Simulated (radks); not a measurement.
Species: Be+. Configuration: [He] 2s1 (the NIST ground configuration). Calculated with a radial shooting solver on a logarithmic mesh with Libxc functionals: scalar-relativistic Kohn-Sham, PBEsol, spin-polarised, spherical densities, finite nucleus; open shells are filled with parallel spins first; Fermi nuclear charge, rms radius 2.519 fm; hard spherical wall at 7 bohr.

Unscreened Slater integrals over Kohn-Sham orbitals (eV). They are taken over the spin-up orbitals. Empty in this configuration: 2p.

integral,value
"F0(2s,2s)",10.938
"F0(2s,1s)",15.210
"G0(2s,1s)",1.1164
"F0(2s,2p)",10.795
"G1(2s,2p)",6.8844
"F0(1s,1s)",61.164
"F0(1s,2p)",14.745
"G1(1s,2p)",1.2983
"F0(2p,2p)",10.700
"F2(2p,2p)",5.1204
